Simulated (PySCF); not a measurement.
C2H4AlNO2. Atoms are numbered in the order given.

```xyz
10

Al    -1.0709     0.6030     0.0000
H     -2.6332     0.7963     0.0000
N     -0.3129    -1.0182     0.0000
C      0.1908    -2.1221     0.0000
O      0.6815    -3.1981     0.0000
O     -0.0804     1.9881     0.0000
C      1.2906     2.2892     0.0000
H      1.5551     2.8940    -0.8962
H      1.9377     1.3815     0.0000
H      1.5551     2.8940     0.8962
```

Geometry: PBE-D3(BJ)/def2-SVP. The structure was generated by enumeration; whether it is a known compound was not checked. The values are those of a single conformer.

Method: PBE/pcSseg-1 in PySCF.

GIAO shieldings, no solvent; atoms alike by connectivity are averaged. δ = σ(ref) − σ: ¹H against TMS (σ = 31.49 ppm); ¹⁵N against NH3 (σ = 267.0 ppm); ¹³C against TMS (σ = 182.0 ppm); ¹⁷O against H2O (σ = 334.3 ppm), references at their B3LYP-D3(BJ)/def2-TZVP geometries, non-relativistic.

| nucleus | atoms | count | δ (ppm) |
|---|---|---|---|
| ¹H | H8, H9, H10 | 3 | 4.65 |
| ¹H | H2 | 1 | 4.21 |
| ¹⁵N | N3 | 1 | 64.9 |
| ¹³C | C4 | 1 | 126.3 |
| ¹³C | C7 | 1 | 61.3 |
| ¹⁷O | O5 | 1 | 147.6 |
| ¹⁷O | O6 | 1 | 74.1 |
